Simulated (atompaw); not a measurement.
## Reading a pseudo-wave (Ho (Z = 67))

Columns: radius, all-electron u(r) and pseudo u(r) of the 5s shell (level -54.54 eV) of holmium in the configuration [Kr] 4d10 4f10 5s2 5p6 5d1 6s2 6p0; LDA (PW92), scalar-relativistic, PAW (atompaw) scheme, atompaw 4.2.0.5.

```json
{"r (bohr)": "0.115", "all-electron": "0.1389", "pseudo": "0.2402"}
{"r (bohr)": "0.231", "all-electron": "0.1775", "pseudo": "0.4701"}
{"r (bohr)": "0.346", "all-electron": "-0.4545", "pseudo": "0.6745"}
{"r (bohr)": "0.462", "all-electron": "-0.5183", "pseudo": "0.8480"}
{"r (bohr)": "0.577", "all-electron": "-0.1493", "pseudo": "0.9817"}
{"r (bohr)": "0.692", "all-electron": "0.3106", "pseudo": "1.0748"}
{"r (bohr)": "0.808", "all-electron": "0.6862", "pseudo": "1.1277"}
{"r (bohr)": "0.923", "all-electron": "0.9224", "pseudo": "1.1429"}
{"r (bohr)": "1.038", "all-electron": "1.0349", "pseudo": "1.1257"}
{"r (bohr)": "1.154", "all-electron": "1.0539", "pseudo": "1.0809"}
{"r (bohr)": "1.269", "all-electron": "1.0108", "pseudo": "1.0149"}
{"r (bohr)": "1.385", "all-electron": "0.9304", "pseudo": "0.9305"}
{"r (bohr)": "1.500", "all-electron": "0.8330", "pseudo": "0.8330"}
{"r (bohr)": "1.615", "all-electron": "0.7303", "pseudo": "0.7303"}
{"r (bohr)": "1.731", "all-electron": "0.6292", "pseudo": "0.6292"}
{"r (bohr)": "1.846", "all-electron": "0.5362", "pseudo": "0.5362"}
{"r (bohr)": "1.962", "all-electron": "0.4517", "pseudo": "0.4517"}
{"r (bohr)": "2.077", "all-electron": "0.3781", "pseudo": "0.3781"}
{"r (bohr)": "2.192", "all-electron": "0.3145", "pseudo": "0.3145"}
{"r (bohr)": "2.308", "all-electron": "0.2598", "pseudo": "0.2598"}
{"r (bohr)": "2.423", "all-electron": "0.2140", "pseudo": "0.2140"}
{"r (bohr)": "2.538", "all-electron": "0.1757", "pseudo": "0.1757"}
{"r (bohr)": "2.654", "all-electron": "0.1435", "pseudo": "0.1435"}
{"r (bohr)": "2.769", "all-electron": "0.1171", "pseudo": "0.1171"}
{"r (bohr)": "2.885", "all-electron": "0.0951", "pseudo": "0.0951"}
{"r (bohr)": "3.000", "all-electron": "0.0773", "pseudo": "0.0773"}
```

Question: How many radial nodes do the two functions have?

Answer: The all-electron 5s function has n − l − 1 = 4 (the table is too coarse to show those close to the nucleus); the pseudo-wave has 0, since the states of the same l below it are removed with the core.

Question: At about which radius was the pseudo-wave matched?

Answer: 1.40 bohr, where the columns begin to agree (steps of 0.12 bohr).

Question: Is the pseudo-wave norm-conserving?

Answer: No, it belongs to a PAW set: the norm inside the radius is not constrained, and the difference is carried by the augmentation charge.
